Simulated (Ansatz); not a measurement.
The cluster Au3I2. The state is a doublet with charge 0. Geometry PBE-D4/def2-SVP, basis def2-TZVP, Ansatz.

```csv
atom,x (Å),y (Å),z (Å)
Au1,1.026,1.181,-0.325
Au2,-0.271,-1.236,-0.090
Au3,-0.362,3.048,0.772
I4,2.119,-1.087,-1.337
I5,-2.512,-1.906,0.979
```

```csv
run,HOMO (eV),LUMO (eV)
A,-6.65,-6.05
B,-6.21,-6.05
C,-6.29,-6.15
D,-6.46,-6.20
E,-8.51,-4.32
F,-6.99,-5.74
```

In the def2 sets Au, I take a core potential; there is no spin–orbit coupling. HSE06 is defined as in plane-wave codes, on full-range PBE exchange. HOMO above LUMO, or a gap near zero within one spin, warns that the state may not be the lowest or that an electron is smeared out. No other spin state of charge 0 was run. Another isomer (doublet) lies 0.73 eV lower at PBE0-D4/def2-TZVP; other spin states weren't run for this one.

HOMO and LUMO are taken over both spins.

Question: The runs used HSE06, PBE, PBE0, r2SCAN, revPBE, ωB97M-V. Estimate which is which.

Answer: A HSE06 (range-separated); B revPBE (0 % exact exchange); C PBE (0 % exact exchange); D r2SCAN (0 % exact exchange); E ωB97M-V (range-separated); F PBE0 (25 % exact exchange). Exact exchange lowers occupied and raises empty levels; among semilocal functionals meta-GGAs tend to open the gap a little, and such runs are hard to tell apart. The gap grows from 0.15 eV (PBE) to 4.19 eV (ωB97M-V). At PBE-D4/def2-TZVP the gap within one spin of the charge 0 doublet nearly closes, so an electron or hole may be smeared out by delocalisation error.
